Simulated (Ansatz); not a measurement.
`C#[C][AlH][GeH3]` + `NB(O)Cl` → `NB(Cl)[O][GeH3]` + `C#[C][AlH2]`  (cleavage of the Ge–Al bond)

Gas-phase electronic energies from Ansatz, PBE0-D4/def2-TZVP geometries. CCSD(T)/CBS is the MP2 limit (def2-TZVPP, def2-QZVPP) plus CCSD(T) − MP2 in def2-TZVPP, frozen cores. Functionals use def2-TZVPP. For Ge outer-core shells are correlated without core-valence functions, which leaves a few kJ/mol of doubt a bond. Scalar relativity is left out up to krypton. One conformer a species, not always the lowest.

CCSD(T)/CBS gives +14.2 kJ/mol.

Problem. Another level gave +18.9 kJ/mol. Which?
A. LC-ωPBE/def2-TZVPP
B. HF/def2-TZVPP
C. RPA@PBE/def2-TZVPP
D. B97M-V/def2-TZVPP

Solution. A. LC-ωPBE 18.9, B97M-V 0.6, RPA@PBE/def2-TZVPP 5.0, HF/def2-TZVPP -6.6 kJ/mol.

Largest T1 diagnostic among the species: 0.013.

Leaving LDA and LC-ωPBE aside and taking each functional with its dispersion term where it has one, the values, not all of them listed here, spread over 29.8 kJ/mol, from B97M-V to PBE-D4. The D4 term adds −4.1 kJ/mol with B3LYP and −2.2 kJ/mol with PBE0; it sums over pairs of atoms, weighted by their polarisabilities, and B3LYP, whose exchange is more repulsive, gets the larger term.

B3LYP here is the variant with VWN-RPA as its local correlation; programs differ in this.
